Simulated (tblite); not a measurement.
Species: C₃H₁₄N₂SSi₂.
Atom-mapped SMILES: `[CH3:1][N:2]([CH3:3])[Si@@H:4]([CH3:5])[S:6][SiH2:7][NH2:8]` (hydrogens: H9, H10, H11 on C1; H12, H13, H14 on C3; H15 on Si4; H16, H17, H18 on C5; H19, H20 on Si7; H21, H22 on N8)

Cartesian coordinates in Å at the GFN2-xTB level; atoms count from 1:
```xyz
22
C3H14N2SSi2 angstrom
C     -2.7410   -0.9197   -0.0256
N     -1.7662    0.1135   -0.2680
C     -2.3771    1.3473   -0.7008
Si    -0.2371    0.0563    0.5050
C      0.5083   -1.6686    0.2692
S      0.9253    1.5956   -0.4495
Si     2.8993    1.2282    0.2957
N      3.4956   -0.1510   -0.5417
H     -3.4293   -0.6418    0.7817
H     -2.2431   -1.8443    0.2490
H     -3.3304   -1.0919   -0.9302
H     -3.0590    1.7465    0.0586
H     -2.9472    1.1721   -1.6168
H     -1.6035    2.0820   -0.9020
H     -0.2292    0.4027    1.9403
H      1.5689   -1.6541    0.4962
H      0.0396   -2.3942    0.9258
H      0.3925   -2.0160   -0.7534
H      2.8620    0.8637    1.7057
H      3.5703    2.5030    0.0628
H      4.4475   -0.4441   -0.3933
H      3.2433   -0.2660   -1.5112
```

Method: GFN2-xTB as coded in tblite; computed harmonic values from a numerical Hessian at the method's own geometry, unscaled. The method is semi-empirical: single wavenumbers can be off by several per cent or more. Modes of hydrogen on silicon can be 10 to 20 % off. One conformer, not necessarily the lowest.

Harmonic wavenumbers (cm⁻¹): 25.4, 49.2, 61.8, 98.0, 115.8, 134.5, 144.1, 176.6, 196.7, 200.3, 214.2, 235.1, 276.1, 296.2, 388.4, 476.1, 497.5, 518.0, 538.6, 586.0, 654.0, 672.3, 692.6, 707.0, 775.9, 784.8, 818.9, 834.5, 842.7, 901.1, 1044.4, 1058.6, 1090.0, 1128.0, 1205.1, 1309.6, 1371.7, 1416.2, 1426.4, 1476.7, 1481.5, 1487.7, 1491.6, 1497.5, 1506.0, 1509.3, 2127.4, 2275.2, 2305.5, 2896.3, 2906.0, 2953.7, 2958.8, 3036.3, 3045.3, 3053.5, 3055.6, 3059.2, 3462.9, 3502.2.

A = 2278, B = 661.0, C = 554.2 MHz; mass 166.042 u (most abundant isotopes); point group C1, symmetry number 1.

Q: Zero-point energy?

A: ½Σν̃ = 37525 cm⁻¹ = 107.29 kcal/mol.

Q: Entropy at 350 K, 1 bar (ideal gas, RRHO, classical rotation)?

A: Translation 42.05, rotation 30.81, vibration 55.55: S = 128.4 cal/(mol K).

Q: And Cp and H(350 K) − H(0)?

A: Cp = 56.62 cal/(mol K), of which vibrations give 48.67 (their classical limit is 60 R = 119.2); H(350 K) − H(0) = 12.33 kcal/mol without the zero-point energy, 9.55 from vibrations.

Q: What must be added to the electronic energy to get the Gibbs energy at 350 K and 1 bar?

A: ZPE + [H(350 K) − H(0)] − T·S = 107.29 + 12.33 − 44.94 = 74.68 kcal/mol.

Q: Which modes carry the vibrational entropy at 350 K?

A: 25.4 cm⁻¹: 6.48; 49.2 cm⁻¹: 5.17; 61.8 cm⁻¹: 4.72; 98.0 cm⁻¹: 3.81; 115.8 cm⁻¹: 3.48; 134.5 cm⁻¹: 3.19 cal/(mol K); the other 54 give 28.71 together.

Hindered rotation and anharmonicity are outside this model. Other conformers, if any are populated, would add a mixing term that is left out. The structure is chiral; the term R ln 2 for an equal mix with its mirror image is left out.
